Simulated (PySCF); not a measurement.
Start geometry of `C[C@@H]1[C@H]2CC[C@H](C2)C[C@@H]1Cl` from GFN2-xTB (Å):
```
atom  x, y, z in Å
C1     2.438    0.191    0.060
C2     1.077    0.281    0.750
C3     0.266   -1.019    0.590
C4    -1.120   -0.907    1.248
C5    -2.047   -0.343    0.152
C6    -1.147   -0.170   -1.081
C7    -0.097   -1.256   -0.873
C8    -0.445    1.192   -1.089
C9     0.224    1.454    0.254
Cl10   1.195    2.959    0.147
H11    3.073    1.016    0.376
H12    2.347    0.236   -1.021
H13    2.929   -0.742    0.329
H14    1.263    0.432    1.820
H15    0.844   -1.842    1.016
H16   -1.096   -0.278    2.137
H17   -1.460   -1.896    1.557
H18   -2.513    0.597    0.444
H19   -2.846   -1.050   -0.070
H20   -1.705   -0.291   -2.012
H21    0.747   -1.172   -1.552
H22   -0.540   -2.246   -0.993
H23    0.302    1.207   -1.886
H24   -1.162    1.990   -1.294
H25   -0.538    1.683    1.001
```

**Question.** What comes out of this run: PBE0-D3(BJ)/def2-SVP geometry optimisation, gas phase in PySCF 2.14.0?

**Answer.** 
```
atom  x, y, z in Å
C1     3.1860    1.9531    0.7725
C2     1.8368    2.0628    1.4715
C3     1.0004    0.7709    1.3384
C4    -0.3820    0.8979    2.0081
C5    -1.3206    1.4600    0.9096
C6    -0.4231    1.6309   -0.3309
C7     0.6146    0.5272   -0.1231
C8     0.2903    2.9894   -0.3402
C9     0.9775    3.2405    0.9939
Cl10   1.9138    4.7799    0.9329
H11    3.8282    2.8053    1.0321
H12    3.0931    1.9369   -0.3236
H13    3.6987    1.0279    1.0775
H14    2.0308    2.2230    2.5465
H15    1.5834   -0.0593    1.7672
H16   -0.3467    1.5310    2.9089
H17   -0.7268   -0.0933    2.3386
H18   -1.8073    2.4037    1.2022
H19   -2.1296    0.7471    0.6905
H20   -0.9895    1.5154   -1.2677
H21    1.4581    0.5797   -0.8269
H22    0.1513   -0.4672   -0.2337
H23    1.0344    3.0147   -1.1528
H24   -0.4211    3.8072   -0.5351
H25    0.2109    3.4387    1.7550
```

The energy falls by 0.048 eV over 5 energy and gradient evaluations, the largest force component goes from 0.0096 to 4.1e-04 Eh/bohr, and the atoms move by 0.033 Å rms after alignment. Among the bonds, C1–H12, C1–H13 and C7–H21 change most and about equally (+0.013 to +0.014 Å). Bonds longer at the end by more than 0.005 Å: 17 of 26; shorter: 1. Rotational constants go from 1919, 922.6, 800.8 to 1886, 915.8, 793.4 MHz. The orientation of the end geometry is arbitrary; only internal coordinates are fixed.

The run used 219 basis functions and 32 SCF cycles in all. Rough CPU time on one thread of a shared machine: about 4 min.

Not checked by PBE0-D3(BJ)/def2-SVP frequencies.
